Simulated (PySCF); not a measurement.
Name the molecule from its bond curve

A diatomic of charge +1 contains Ga. Its doublet curve at CAM-B3LYP in a double-zeta basis (spin-free X2C with a Gaussian nucleus, PySCF), in eV from the separated fragments:

```tsv
R (Å)	E (eV)
2.620	-1.307
2.742	-1.363
2.864	-1.391
2.956	-1.397
3.047	-1.395
3.138	-1.385
3.260	-1.364
3.413	-1.327
3.595	-1.273
3.839	-1.192
```

The fit gives ωe = 210 cm⁻¹ and the rotational constant Bₑ = 0.2992 cm⁻¹.

**Question.** Which atom is the partner?

**Answer.** The minimum lies at 2.975 Å, so the reduced mass is 16.8576 u Å² cm⁻¹/(Bₑ·Re²) = 6.366 u. With Ga at 68.93 u the partner weighs about 7.0 u: Li. The molecule is LiGa⁺.

Spin–orbit coupling is left out. The state is the lowest determinant that a PBE0 search found; another state may lie lower at other levels.
